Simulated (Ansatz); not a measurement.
`C[SiH2][AlH][O][SiH3]` + `C=CS` → `C=CS[SiH2]C` + `[AlH2][O][SiH3]`  (cleavage of the Si–Al bond)

Calculated with Ansatz (gas phase, PBE0-D4/def2-TZVP geometries, no zero-point term in ΔE). CCSD(T)/CBS adds triple-zeta CCSD(T) − MP2 to the extrapolated MP2 energy (def2 sets, frozen cores). This one scheme is used for every species. DFT in def2-TZVPP. B3LYP here is the variant with VWN-RPA as its local correlation; programs differ in this. Each species was taken in one conformer, which may not be the lowest.

```json
{"level": "ωB97M-V", "ΔE (eV)": "-0.66"}
{"level": "r2SCAN", "ΔE (eV)": "-0.58"}
{"level": "B3LYP", "ΔE (eV)": "-0.56"}
{"level": "HF/def2-TZVPP", "ΔE (eV)": "-0.69"}
{"level": "MP2/def2-TZVPP", "ΔE (eV)": "-0.72"}
{"level": "CCSD(T)/def2-TZVPP", "ΔE (eV)": "-0.59"}
{"level": "HF/def2-QZVPP", "ΔE (eV)": "-0.70"}
{"level": "MP2/def2-QZVPP", "ΔE (eV)": "-0.74"}
```

(1) What does CCSD(T)/CBS give? (An estimate is asked.)

Largest T1 diagnostic among the species: 0.012.

Answers

(1) The calculation gave: -0.62 eV. The listed levels differ from it by -0.04, 0.04, 0.06, -0.07, -0.10, 0.03, -0.08, -0.12 eV.

From PBE to PBE0 (25 % exact exchange), in def2-TZVPP and without D4, ΔE moves by −0.06 eV.
